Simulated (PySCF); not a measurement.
Electron correlation in Mg (magnesium, neutral)

[Ne] 3s1 3p1, high-spin 3P determinant (an excited configuration). All numbers are calculated (PySCF 2.14, scalar relativity by spin-free X2C-1e, in x2c-TZVPPall). Frozen: 1s2; 10 electrons correlated.

MP2 pair energies summed by pair of shells (mhartree):

```json
{"pair": "2p-2p", "energy": "-121.96", "share (%)": "74.5"}
{"pair": "2s-2p", "energy": "-25.52", "share (%)": "15.6"}
{"pair": "2s-2s", "energy": "-6.75", "share (%)": "4.1"}
{"pair": "2p-3s", "energy": "-4.71", "share (%)": "2.9"}
{"pair": "2p-3p", "energy": "-2.09", "share (%)": "1.3"}
{"pair": "3s-3p", "energy": "-1.92", "share (%)": "1.2"}
{"pair": "2s-3s", "energy": "-0.42", "share (%)": "0.3"}
{"pair": "2s-3p", "energy": "-0.23", "share (%)": "0.1"}
```

Total MP2 correlation energy: -163.61 mhartree.

Same-spin part -47.43 and opposite-spin part -116.18 mhartree; SCS-MP2 scales them by 1/3 and 6/5 to -155.22 mhartree.

The basis was made for the ground configuration and has no added diffuse functions, which can raise the energy of the promoted electron.

This basis was not built for core-valence correlation, so the inner-shell part is incomplete.
